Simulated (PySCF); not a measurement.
Coordinates in bohr (charge 0 multiplicity 1):
```
Mo   -0.3723   -0.3764   -0.0486
O    -0.4088   -2.7196   -2.1430
O    -2.9631   -0.6893    1.7032
Cl   -0.4739    3.3424   -2.0791
Cl    3.0575   -0.7304    2.4160
```

These are results of PySCF, PBE0, basis Mo def2-TZVP with ECP28, O def2-TZVP, Cl def2-TZVP (scalar-relativistic core potentials, no spin–orbit coupling, density fitting), not measurements.

This geometry of MoO2Cl2 is a stationary point at this level.

Task: What is the point group?

Result: C2v.

Task: Is it a minimum?

Result: Yes: all harmonic wavenumbers are real.

Task: Which band is strongest in the infrared?

Result: 1049 cm⁻¹ (b1), 183 km/mol.

Task: What are the dipole moment and the gap between the highest occupied and lowest empty levels?

Result: 1.24 D and 6.16 eV.

This need not be the most stable arrangement of these atoms.
